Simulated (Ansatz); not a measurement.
Gas-phase electronic energies from Ansatz, PBE0-D4/def2-TZVP geometries. CCSD(T)/CBS adds triple-zeta CCSD(T) − MP2 to the extrapolated MP2 energy (def2 sets, frozen cores). This one scheme is used for every species. DFT in def2-TZVPP. Each species was taken in one conformer, which may not be the lowest.

Consider the ligand exchange at the Al–C bond: `[BH2][AlH][CH2]OC` + CH₃OH → `[BH2][AlH][O]C` + dimethyl ether.

`[BH2][AlH][CH2]OC`:

Z-matrix (Å, degrees):
```
C
Al 1 2.005
O 1 1.429 2 112.3
H 1 1.093 2 112.8 3 119.5
H 1 1.104 2 110.3 3 -122.4
B 2 2.094 1 109.0 3 21.3
H 2 1.592 1 118.3 3 -161.5
C 3 1.373 1 114.0 2 -52.5
H 6 1.202 2 123.2 1 -89.1
H 6 1.202 2 121.6 1 91.0
H 8 1.097 3 113.7 1 -51.2
H 8 1.091 3 108.9 1 -174.7
H 8 1.136 3 112.0 1 69.7
```

CH₃OH:

Cartesian coordinates in Å:
```
C -0.239 -0.042 -0.261
O 1.019 -0.114 0.370
H -0.121 -0.466 -1.258
H -0.594 0.990 -0.369
H -1.005 -0.623 0.267
H 0.940 0.256 1.251
```

`[BH2][AlH][O]C`:

```xyz
10

B     0.338    0.622   -1.994
Al    1.003    0.859    0.015
O     0.254    0.008    1.273
C    -0.796   -0.907    1.342
H    -0.504    1.319   -2.489
H     0.791   -0.205   -2.737
H     2.192    1.805    0.472
H    -0.448   -1.851    1.775
H    -1.595   -0.520    1.984
H    -1.234   -1.130    0.359
```

`COC`:

Z-matrix (Å, degrees):
```
C
O 1 1.399
H 1 1.090 2 107.7
H 1 1.100 2 111.6 3 119.4
H 1 1.100 2 111.6 3 -119.4
C 2 1.399 1 112.1 3 -180.0
H 6 1.100 2 111.6 1 60.6
H 6 1.090 2 107.7 1 -179.9
H 6 1.100 2 111.6 1 -60.5
```

CCSD(T)/CBS gives -161.8 kJ/mol.

Task: Another level gave -168.6 kJ/mol. Which?
A. MP2/def2-TZVPP
B. BHLYP/def2-TZVPP
C. CCSD(T)/def2-TZVPP
D. PBE0-D4/def2-TZVPP

Result: A. MP2/def2-TZVPP -168.6, PBE0-D4 -142.0, BHLYP -182.0, CCSD(T)/def2-TZVPP -164.0 kJ/mol.

Largest T1 diagnostic among the species: 0.014.

The D4 term adds +7.6 kJ/mol with B3LYP and +4.0 kJ/mol with PBE0; it sums over pairs of atoms, weighted by their polarisabilities, and B3LYP, whose exchange is more repulsive, gets the larger term. From PBE to PBE0 (25 % exact exchange), in def2-TZVPP and without D4, ΔE moves by −15.1 kJ/mol.

B3LYP here is the variant with VWN-RPA as its local correlation; programs differ in this.
